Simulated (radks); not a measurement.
Question: The antimony anion Sb3-, [Xe], held by a Watson sphere: a shell of charge +3 at radius R that stands for the Madelung well of a crystal (potential energy -3/R inside, -3/r outside, in hartree with lengths in bohr). Calculated with a radial shooting solver on a logarithmic mesh with Libxc functionals: scalar-relativistic Kohn-Sham, PBE, spin-polarised, spherical densities, finite nucleus; Fermi nuclear charge, rms radius of each element as measured or else 0.836 A^(1/3) + 0.57 fm. Response by self-consistent Sternheimer equations with the Hartree and adiabatic LDA kernel, the relativistic mass of each level held fixed and spin-orbit coupling left out. The sphere does not respond.

R (bohr)  e(4d) (eV)  e(5s) (eV)  e(5p) (eV)  <r> 5p (bohr)  sum of <r^2> (bohr^2)  X-ray form factor at sin(theta)/lambda = 0.1 1/angstrom  alpha (bohr^3)
3.74         -31.098     -11.972      -5.201          3.247                  107.6                                                   48.130           102.4
5.03         -30.291     -10.296      -3.653          3.731                  134.0                                                   47.594           224.7
5.25         -30.196     -10.113      -3.450          3.810                  138.9                                                   47.530           255.6
5.59         -30.066      -9.874      -3.168          3.931                  146.7                                                   47.444           310.8
5.67         -30.038      -9.824      -3.106          3.959                  148.6                                                   47.426           325.2

Estimate the row for R = 3.31 bohr.

Answer: e(4d) (eV) -31.540; e(5s) (eV) -12.842; e(5p) (eV) -5.848; <r> 5p (bohr) 3.078; sum of <r^2> (bohr^2) 99.37; X-ray form factor at sin(theta)/lambda = 0.1 1/angstrom 48.373; alpha (bohr^3) 78.43.
